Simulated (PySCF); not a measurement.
**Working out the ionisation energy of Tc⁺**

Tc⁺ [Kr] 4d5 5s1 (7S) → Tc²⁺ [Kr] 4d5 (6S). All numbers are calculated (PySCF 2.14, scalar relativity through the core potential, in aug-cc-pVDZ-PP with ECP28MDF). Frozen: 4s2 4p6. Energies in hartree (1 hartree = 27.21139 eV):

```tsv
part	Tc⁺ (lower)	Tc²⁺ (upper)
UHF	-79.642316	-79.119916
MP2 opposite-spin	0.000000	0.000000
MP2 same-spin	-0.061880	-0.042758
```

**Question.** What does Hartree-Fock give?

**Answer.** (-79.119916) − (-79.642316) = 0.522400 hartree = 14.215 eV.

**Question.** What do MP2 and SCS-MP2 (6/5 opposite-spin, 1/3 same-spin) give?

**Answer.** The opposite-spin parts differ by 0.000 eV and the same-spin parts by 0.520 eV. MP2: 14.215 + (0.000) + (0.520) = 14.735 eV. SCS-MP2: 14.215 + 1.2 × (0.000) + (0.520)/3 = 14.388 eV.

Reference: 15.26 eV (semi-empirical (NIST evaluation); NIST Atomic Spectra Database, ionization energies).

A double-zeta basis recovers only part of the correlation energy.

What remains against the reference includes basis incompleteness, the frozen core and correlation beyond second order.
